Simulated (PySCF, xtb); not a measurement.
Be(SH)2 (BeH2S2), SMILES [SH][Be][SH].

GFN2-xTB (xtb) at its own geometry gives an orbital gap of 4.65 eV and a dipole moment of 1.83 D.

Coordinates come from a r2SCAN-D4/def2-TZVP optimisation. The values are those of a single conformer.

What does CAM-B3LYP/def2-TZVPD in PySCF give? (An estimate is asked for; the answer gives what the named calculation found.)

gap 9.10 eV (levels -9.18 and -0.08 eV), dipole 0.97 D.
